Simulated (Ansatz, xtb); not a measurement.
# Relaxing a trial structure of C2HNSn

The starting geometry of this gas-phase singlet was built from a drawn formula by distance geometry and a force field; its bonds are those of `[C+]#[Sn-]1[CH]=[N]1`.

```tsv
atom	x (Å)	y (Å)	z (Å)
C	-1.0245	-0.6186	-0.6218
C	0.7655	0.4030	2.3527
N	-0.1195	-0.5600	2.6672
Sn	0.2487	-0.6139	0.7118
H	1.3825	1.2880	2.7307
```

**Question.** Predict what becomes of its bonds when it is optimised with r2SCAN-D4/def2-SVP.

**Answer.** It rearranges, giving a structure given below by its coordinates. Contacts that open: C2–Sn4 (2.00 → 4.44 Å), N3–Sn4 (1.99 → 3.23 Å). Contacts that close: C1–N3 (3.41 → 1.26 Å).

The energy falls by 6.41 eV over 25 steps:

```json
{"step": "1", "E − E(last) (eV)": "6.413"}
{"step": "4", "E − E(last) (eV)": "4.565"}
{"step": "6", "E − E(last) (eV)": "4.385"}
{"step": "9", "E − E(last) (eV)": "4.179"}
{"step": "12", "E − E(last) (eV)": "2.537"}
{"step": "14", "E − E(last) (eV)": "1.511"}
{"step": "17", "E − E(last) (eV)": "0.703"}
{"step": "20", "E − E(last) (eV)": "0.080"}
{"step": "22", "E − E(last) (eV)": "0.001"}
{"step": "25", "E − E(last) (eV)": "0.000"}
```

Final geometry (Å):

```yaml
atoms:
  - { symbol: C, position_ang: [0.1149, -0.2504, 0.5857] }
  - { symbol: C, position_ang: [0.7532, 0.4652, 2.8566] }
  - { symbol: N, position_ang: [0.3835, 0.0859, 1.7666] }
  - { symbol: Sn, position_ang: [-0.3716, -0.8111, -1.2425] }
  - { symbol: H, position_ang: [0.3728, 0.4087, 3.8742] }
```

From the same start GFN2-xTB ends elsewhere, differing in C1–N3 (4.42 against 1.26 Å here).

No frequencies were run, so the end isn't proven a minimum. Atoms past krypton carry core potentials, without spin–orbit terms. Run with Ansatz 0.2.0, 110 s on 1 thread of Arm Neoverse N1, with other jobs on the host.
